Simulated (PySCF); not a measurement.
## The third ionisation energy along the 5d series

All values are computed (PySCF 2.14, energy differences of UHF-based or UKS calculations, no spin-orbit coupling). Values in eV. The last column holds reference values (NIST; (s) semi-empirical, (t) theoretical, else measured). Unmarked ones compare directly (S terms, centres of terms, or small fine structure); those marked * lie between the lowest fine-structure levels and include a spin-orbit shift.

| element | configurations | UHF | MP2 (valence) | SCS-MP2 (valence) | reference |
| --- | --- | --- | --- | --- | --- |
| Hf (def2-TZVP with the def2 core potential (60 electrons), ECP) | [Xe] 4f14 5d2 → [Xe] 4f14 5d1 | 21.434 | 21.501 | 21.456 | 22.55 ± 0.04 (t) * |
| Ta (def2-TZVP with the def2 core potential (60 electrons), ECP) | [Xe] 4f14 5d3 → [Xe] 4f14 5d2 | 23.069 | 23.276 | 23.138 | 23.1 ± 1.6 (t) * |
| W (def2-TZVP with the def2 core potential (60 electrons), ECP) | [Xe] 4f14 5d4 → [Xe] 4f14 5d3 | 24.707 | 25.073 | 24.829 | 26 ± 0.4 (s) * |
| Os (def2-TZVP with the def2 core potential (60 electrons), ECP) | [Xe] 4f14 5d6 → [Xe] 4f14 5d5 | 24.904 | 25.813 | 25.913 | 25 ± 1.6 (t) * |
| Ir (def2-TZVP with the def2 core potential (60 electrons), ECP) | [Xe] 4f14 5d7 → [Xe] 4f14 5d6 | 27.500 | 28.508 | 28.576 | 28 ± 1.6 (t) * |
| Pt (def2-TZVP with the def2 core potential (60 electrons), ECP) | [Xe] 4f14 5d8 → [Xe] 4f14 5d7 | 29.201 | 30.415 | 30.402 | 29 ± 1.6 (t) * |
| Hg (def2-TZVP with the def2 core potential (60 electrons), ECP) | [Xe] 4f14 5d10 → [Xe] 4f14 5d9 | 33.685 | 35.210 | 35.058 | 34.49 ± 0.05 * |

Question: Fill in the row of Re (def2-TZVP with the def2 core potential (60 electrons), ECP) ([Xe] 4f14 5d5 → [Xe] 4f14 5d4).

Answer: UHF 27.249; MP2 (valence) 27.710; SCS-MP2 (valence) 27.402; reference 27 ± 1.6 (t) * (eV).

"Valence" correlates the outer s and p shells and, in groups 3 to 12 and the f block, the outer d or f shell, open or full, or the next shell where the ion has no valence electron left; the wider scheme adds the next inner shell.
